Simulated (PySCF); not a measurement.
A side-by-side comparison of computed properties.

First species: C4H11ClOSi2.
SMILES with atom numbers: `[CH3:1][C:2](=[O:3])[Si@@H:4]([CH3:5])[SiH2:6][CH2:7][Cl:8]` (hydrogens: H9, H10, H11 on C1; H12 on Si4; H13, H14, H15 on C5; H16, H17 on Si6; H18, H19 on C7)

Second species: C6H7N3Si.
Structure used (GFN2-xTB), in Å, numbered top down from 1:
```
atom  x, y, z in Å
Si1    3.052    0.327   -0.284
C2     1.400   -0.541   -0.161
N3     1.295   -1.879   -0.206
N4     0.069   -2.255   -0.104
N5    -0.690   -1.172    0.014
C6    -2.035   -1.123    0.150
C7    -2.638    0.090    0.263
C8    -1.871    1.278    0.236
C9    -0.514    1.219    0.097
C10    0.102   -0.035   -0.016
H11    3.987   -0.274    0.663
H12    2.817    1.735    0.060
H13    3.550    0.236   -1.656
H14   -2.548   -2.071    0.162
H15   -3.709    0.145    0.374
H16   -2.373    2.228    0.326
H17    0.100    2.104    0.071
```

Levels: PBE0/pcSseg-1 for dipole moment, HOMO energy, LUMO energy and HOMO–LUMO gap; GFN2-xTB for rotational constant A and rotational constant C. Geometries: GFN2-xTB. Each structure is a single optimised conformer of the isolated species, non-relativistic unless stated; the electronic structure was computed with PySCF and density fitting.

The conformers computed, where there is a choice (atom-mapped SMILES and torsion angles):
- `[CH3:1][C:2](=[O:3])[Si@@H:4]([CH3:5])[SiH2:6][CH2:7][Cl:8]`: C1–C2–Si4–C5 -31°, C2–Si4–Si6–C7 139°, Si4–Si6–C7–Cl8 54°

Values for the first species:

| Item | Value |
| --- | --- |
| Dipole moment | 2.26 D |
| HOMO energy | -6.72 eV |
| LUMO energy | -1.12 eV |
| HOMO–LUMO gap | 5.60 eV |
| Rotational constant A | 2.045 GHz |
| Rotational constant C | 0.515 GHz |

(1) Estimate the same properties for the second species, and the change in each.

Answers

(1) 
```
             property      first     second  second less first
        dipole moment     2.26 D     4.70 D            +2.44 D
          HOMO energy   -6.72 eV   -6.65 eV           +0.07 eV
          LUMO energy   -1.12 eV   -1.55 eV           -0.43 eV
        HOMO–LUMO gap    5.60 eV    5.10 eV           -0.50 eV
rotational constant A  2.045 GHz  2.499 GHz         +0.454 GHz
rotational constant C  0.515 GHz  0.670 GHz         +0.155 GHz
```

On the first: A dipole of 2.26 D is allowed in C1, and pure rotational transitions are dipole-allowed. The dipole matches unit charges of opposite sign 0.47 Å apart (1 e·Å = 4.8032 D).

On the second: The dipole matches unit charges of opposite sign 0.98 Å apart (1 e·Å = 4.8032 D). GFN2-xTB frequencies show an imaginary mode (43i cm⁻¹), so this geometry is no minimum at that level.
